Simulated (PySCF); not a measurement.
A GIAO shielding run with PySCF 2.14.0 with density-fitted response routines (density fitting, non-relativistic, gas phase) on SMILES FC(F)(F)C[C@@H]1CN[SiH2]C1, C5H10F3NSi:

```
$ OMP_NUM_THREADS=1 python probes_run.py task.json out

{"job": {"kind": "nmr", "xc": "PBE0", "basis": "pcSseg-1"}, "charge": 0, "multiplicity": 1}
F      3.654142    -1.070013     0.062647
C      2.438042    -0.828386    -0.462030
F      2.627120     0.100668    -1.412721
F      2.076037    -1.952002    -1.098326
C      1.449221    -0.403837     0.602671
C     -0.000220    -0.373518     0.110012
C     -0.243491     0.671882    -0.983488
N     -1.678561     0.840515    -1.068396
Si    -2.533739     0.568651     0.390815
C     -0.964683    -0.071258     1.257282
H      1.543403    -1.115634     1.425888
H      1.756889     0.582900     0.956323
H     -0.253675    -1.353759    -0.304738
H      0.262015     1.613266    -0.722437
H      0.147814     0.336365    -1.948454
H     -1.991396     1.393669    -1.847078
H     -3.575425    -0.439973     0.193854
H     -3.062034     1.758024     1.070339
H     -0.543051     0.704280     1.896993
H     -1.113555    -0.951161     1.877808
```

Hardware: 1 thread of an Arm Neoverse N1, shared host. The job also computes population analyses, field gradients, ring-centre shieldings.

(1) How large is the calculation?

(2) How long does it take, and how much memory does it need?

## Answers

(1) 88 electrons, 227 basis functions and 1195 auxiliary functions.

(2) 110 s of wall time, with 14 SCF cycles and 4 response iterations; peak memory 1.1 GiB. Times on a shared host scatter by some tens of per cent.
